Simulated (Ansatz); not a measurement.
CH$_{7}$FSi$_{2}$, SMILES `F[SiH2]C[SiH3]`. Charge 0, multiplicity 1.

```tsv
atom	x (Å)	y (Å)	z (Å)
F1	1.3228	-0.1907	-2.5958
Si2	0.5631	-0.7144	-1.2842
C3	0.1930	0.7108	-0.1602
Si4	-0.7055	0.2520	1.4215
H5	-0.6866	-1.3765	-1.7329
H6	1.4546	-1.6976	-0.6208
H7	1.1336	1.2049	0.1071
H8	-0.4158	1.4417	-0.7038
H9	-0.9528	1.4620	2.2484
H10	0.1058	-0.7087	2.2151
H11	-2.0123	-0.3835	1.1058
```

**Question.** Give the diagnostics of a CCSD(T)/def2-TZVPP run (frozen core, Ansatz). (Estimate.)

**Answer.** Ansatz gave: T1 = 0.0111, largest single amplitude 0.014, largest double 0.017, (T) share of the correlation energy 3.1 %, 9 CCSD cycles. The RHF solution is stable towards an unrestricted one. T1 lies under the customary mark of 0.02 for closed shells.
